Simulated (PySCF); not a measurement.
CH2NO, SMILES N[C]=O, multiplicity 2. Coordinates come from a PBE0-D3(BJ)/def2-TZVP optimisation. The isomer is the one that the SMILES or the coordinates give; other isomers of the formula were not compared. The values are those of a single conformer.

All values below come from PBE0-D3(BJ)/def2-TZVP (PySCF).

Harmonic wavenumbers (cm⁻¹): 299, 534, 639, 1105, 1254, 1609, 1903, 3523, 3736. Rotational constants (GHz): 129.4, 11.27, 10.37; symmetry number 1.

Q: Work out the zero-point energy and the ideal-gas rigid-rotor harmonic-oscillator thermochemistry at 298.15 K and 1 atm.

A: ZPE = ½ Σ hcν = ½ × 14602 cm⁻¹ = 20.87 kcal/mol. H − E(el) = 23.75 kcal/mol. Entropy in cal/(mol K): translation 37.27, rotation 20.59, vibration 2.49, spin 1.38, total 61.73. G − E(el) = 5.34 kcal/mol. Cp = 12.27 cal/(mol K).
